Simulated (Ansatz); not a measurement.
Abridged output of a molecular run in Ansatz:

```
Functional definition: HF
1129 factors; integrals over basis functions are off by at most 9.2e-4 eV
mean field evaluation 1: about -70985.9576 eV, gradient 4.4e1 eV
mean field evaluation 2: about -70985.9676 eV, gradient 4.4e1 eV
mean field evaluation 4: about -70990.1177 eV, gradient 4.1e0 eV
mean field evaluation 8: about -70990.1651 eV, gradient 1.4e-1 eV
mean field evaluation 16: about -70990.1492 eV, gradient 1.3e0 eV
mean field -70990.16522075 eV, -2608.8404530002 hartree, gradient 1.4e-6 eV, S^2 0.000000; 0 other end points of the search recorded, 0 dependent functions left out
18 core orbitals not correlated: weight in the atoms' cores, before any rotation towards them, 1.000 or more for the frozen orbitals, at most 0.000 for the correlated occupied ones
reference -70990.16522075 eV, -2608.8404530002 hartree; 21, 21 occupied and 77, 77 virtual orbitals, 1129 factors
second order -25.91457717 eV of doubles, -0.00000000 eV of singles
cycle   1  -25.40226589 eV  change    5.1e-1 eV  update   1.3e-1
cycle   2  -26.13271490 eV  change   -7.3e-1 eV  update   4.1e-2
cycle   3  -26.30349929 eV  change   -1.7e-1 eV  update   2.1e-2
cycle   4  -26.29637387 eV  change    7.1e-3 eV  update   5.5e-3
cycle   5  -26.29543514 eV  change    9.4e-4 eV  update   2.4e-3
cycle   6  -26.29629953 eV  change   -8.6e-4 eV  update   6.9e-4
cycle   7  -26.29626346 eV  change    3.6e-5 eV  update   2.5e-4
cycle   8  -26.29622498 eV  change    3.8e-5 eV  update   8.8e-5
cycle   9  -26.29623037 eV  change   -5.4e-6 eV  update   3.8e-5
perturbative correction -0.83720470 eV, -0.0307667052 hartree
Total energy: -71017.29865582 eV, -2609.8375883474 hartree
```

Its atoms:

Cartesian coordinates in Å:
```
C 1.544 1.329 1.556
C 0.588 0.957 0.933
O -0.455 0.585 0.277
Ga -0.500 -0.851 -0.820
O -2.049 -1.144 -1.598
Cl 1.206 -2.039 -1.102
H 2.386 1.663 2.111
H -2.721 -0.501 -1.356
```

**Question.** Which basis set was used?
A. def2-TZVPPD
B. def2-QZVPP
C. cc-pV(Q+d)Z
D. def2-SVP

**Answer.** D. It gives 116 functions.

**Question.** Write the keys of the input that set method, charge and spin (a neutral closed shell needs none for the last two).

**Answer.** 
```yaml
correlation: {method: ccsd_t}
```
